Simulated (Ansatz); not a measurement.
Geometry optimisation, RKS PBE/STO-3G (Ansatz 0.2.0).

Input file:

```yaml
crystal:
  periodic: [false, false, false]
  atoms:
    - { symbol: "N", position_ang: [-0.403, 1.9338, 0.3129] }
    - { symbol: Si, position_ang: [-0.7334, 0.4329, -0.2893] }
    - { symbol: C, position_ang: [0.6533, -0.5345, -0.9907] }
    - { symbol: C, position_ang: [0.5935, -1.4418, 0.2704] }
    - { symbol: "N", position_ang: [-0.1909, -0.4334, 1.0515] }
    - { symbol: H, position_ang: [-0.7451, 2.6861, -0.385] }
    - { symbol: H, position_ang: [-1.0301, 2.1246, 1.1104] }
    - { symbol: H, position_ang: [-2.0981, 0.1245, -0.5719] }
    - { symbol: H, position_ang: [0.5392, -1.0265, -1.8908] }
    - { symbol: H, position_ang: [1.6386, 0.0081, -0.9865] }
    - { symbol: H, position_ang: [-0.74554, -1.20972, 1.46537] }
    - { symbol: H, position_ang: [1.4851, -1.7781, 0.7351] }
    - { symbol: H, position_ang: [0.3984, 0.2285, 1.5359] }
basis:
  gaussian: { orbitals: STO-3G }
hamiltonian:
  xc: pbe
relax:
  f_tol: 0.02
  max_steps: 50
```

Command:

```bash
$ ansatz run input.yaml --threads 1 --pin off --max-ram 2048MiB --backend cpu --events-out ev --progress --plain --runs-dir out
```

Problem. Where does it end, and by what steps?

Solution. It converged. Limits of this set-up: minimal basis. After 33 steps the energy has fallen by 4.506 eV; H6 moved furthest, 1.87 Å. Parted: Si2–N5 (1.69 → 2.74 Å).

```tsv
step	energy less start (eV)	largest force component (eV/Å)	accepted
0	0.0000	5.282	yes
2	-2.5583	0.637	yes
4	-2.7236	0.865	yes
6	-2.8370	0.336	yes
8	-2.9181	0.848	yes
10	-2.9773	0.229	yes
12	-2.9984	0.165	yes
14	-3.0823	0.576	yes
16	-3.3181	0.963	yes
18	-3.7306	1.692	yes
20	-4.1677	1.384	yes
22	-4.3971	1.558	yes
24	-4.2410	1.470	no
26	-4.4953	0.060	yes
28	-4.5017	0.216	yes
30	-4.5056	0.087	yes
32	-4.5059	0.060	no
33	-4.5064	0.010	yes
```

```xyz
13
Properties=species:S:1:pos:R:3
N -1.363 1.683 0.362
Si -1.088 0.224 -0.658
C 0.657 -0.266 -1.066
C 0.101 -0.842 0.291
N 0.599 -0.045 1.488
H -0.539 1.502 1.051
H -1.001 2.521 -0.197
H -2.205 -0.316 -1.418
H 0.839 -1.025 -1.842
H 1.491 0.448 -0.979
H 0.154 -0.521 2.336
H 0.086 -1.947 0.390
H 1.632 -0.302 1.609
```

Whether the end is a true minimum wasn't checked by a vibrational analysis.

Time of the run: 3.2 min on 1 thread of AMD EPYC (Zen 3), on a shared host, peak memory 0.14 GiB.
